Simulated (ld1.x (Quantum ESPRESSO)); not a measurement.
## Before and after: TM potential for B

- Element: B
- Generator: ld1.x (Quantum ESPRESSO) 7.5
- Type: norm-conserving Troullier–Martins (Kleinman–Bylander form)
- Functional: LDA (PZ)
- Relativity: non-relativistic
- Frozen core: [He]
- Valence charge: 3
- Reference configuration: 2s2 2p1
- Partial waves: 2s (bound): rc 1.70 bohr; 2p (bound): rc 3.00 bohr
- Local potential: all-electron potential smoothed inside 1.85 bohr (lloc = -1)
- Core correction: a·sin(br)/r model core, default radius (core density twice the valence density)

All-electron outer shells of the reference configuration (LDA (PZ), non-relativistic, ld1.x):

```json
{"shell": "2s", "level (eV)": "-9.39", "outermost node (bohr)": "0.46", "outermost maximum (bohr)": "1.52"}
{"shell": "2p", "level (eV)": "-3.72", "outermost node (bohr)": "–", "outermost maximum (bohr)": "1.55"}
```

Change: wave 2s (bound): rc 1.70 bohr becomes 2s (bound): rc 2.12 bohr.

Cutoffs: the cutoffs (Ry, on a coarse ladder) from which the occupation-weighted sum of valence levels, in a spherical-Bessel basis at the reference potential, stays within 10 and 1 mRy of its value at 400 Ry; they do not see the model core or the augmentation charge, which bear on the density cutoff. Errors are all-electron minus pseudo energies relative to the spin-unpolarised reference configuration.

Task: Predict the effect on cutoff, ghosts and configuration errors.

Result: The potential gets softer (18 Ry and 40 Ry → 12 Ry and 18 Ry); of the 9 tests that both files solve, the error grows in 4 and shrinks in 0 by more than 15 % and 0.3 meV (median size 41.9 → 52.5 meV); neither file shows a bound ghost. A larger radius leaves more room for a smooth pseudo-wave, so fewer plane waves are needed. More of the atom is replaced by a form fitted at one configuration, so other configurations suffer.

```csv
quantity,base,changed
"cutoff, loose",18 Ry,12 Ry
"cutoff, tight",40 Ry,18 Ry
loose cutoff by channel (10 mRy a level),"s 12 Ry, p 12 Ry","s 8 Ry, p 12 Ry"
bound ghosts,none,none
"error for 2s2 2p0, meV [ΔE 8.33 eV]",+84,+92
"error for 2s1 2p0, meV [ΔE 33.63 eV]",+251,+246
"error for 2s2 2p0.5, meV [ΔE 2.94 eV]",+12,+13
"error for 2s2 2p1.3, meV [ΔE -0.77 eV]",+1.1,+1.3
"error for 2s1 2p2, meV [ΔE 5.68 eV]",-12,-16
"error for 2s0 2p3, meV [ΔE 11.39 eV]",-47,-63
"error for 2s1 2p1, meV [ΔE 14.28 eV]",-42,-53
"error for 2s2 2p1 (spin-polarised), meV [ΔE -0.24 eV]",+6.6,+7.8
"error for 2s1 2p0 (spin-polarised), meV [ΔE 32.90 eV]",+238,+223
s: phases at 3.27 bohr within 0.05 rad from the reference energy up to (Ry; the scan ends near 5),1.1,0.8
p: phases at 3.27 bohr within 0.05 rad from the reference energy up to (Ry; the scan ends near 5),0.8,0.8
```
